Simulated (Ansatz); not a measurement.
Consider the β-hydride elimination: `C[O][GeH]([NH2])[Cl]` → `[NH2][GeH2][Cl]` + `C=O`.

Calculated with Ansatz (gas phase, PBE0-D4/def2-TZVP geometries, no zero-point term in ΔE). CBS: MP2 limit from def2 TZ/QZ plus the TZ coupled-cluster correction, frozen cores. This one scheme is used for every species. Functionals use def2-TZVPP. B3LYP here is the variant with VWN-RPA as its local correlation; programs differ in this. For Ge outer-core shells are correlated without core-valence functions, which leaves a few kJ/mol of doubt a bond. Scalar relativity is left out up to krypton. Each species was taken in one conformer, which may not be the lowest.

```
          level  ΔE (kJ/mol)  difference from CCSD(T)/CBS
         PBE-D4        137.0                         -7.6
       B3LYP-D4        134.8                         -9.8
         B2PLYP        132.3                        -12.3
          B3LYP        120.7                        -23.9
  HF/def2-TZVPP        120.2                        -24.4
 MP2/def2-TZVPP        150.7                          6.1
CCSD/def2-TZVPP        140.5                         -4.1
   HF/CBS(def2)        119.9                        -24.7
  MP2/CBS(def2)        154.0                          9.4
 CCSD/CBS(def2)        143.8                         -0.8
    CCSD(T)/CBS        144.6                            0
```

Largest T1 diagnostic among the species: 0.015.

From PBE to PBE0 (25 % exact exchange), in def2-TZVPP and without D4, ΔE moves by +13.3 kJ/mol. The D4 term adds +14.0 kJ/mol with B3LYP and +7.8 kJ/mol with PBE0; it sums over pairs of atoms, weighted by their polarisabilities, and B3LYP, whose exchange is more repulsive, gets the larger term. In def2-TZVPP, CCSD(T) changes the Hartree–Fock value by +21.0 kJ/mol (the triples alone add +0.8 kJ/mol) and MP2 by +30.5 kJ/mol.
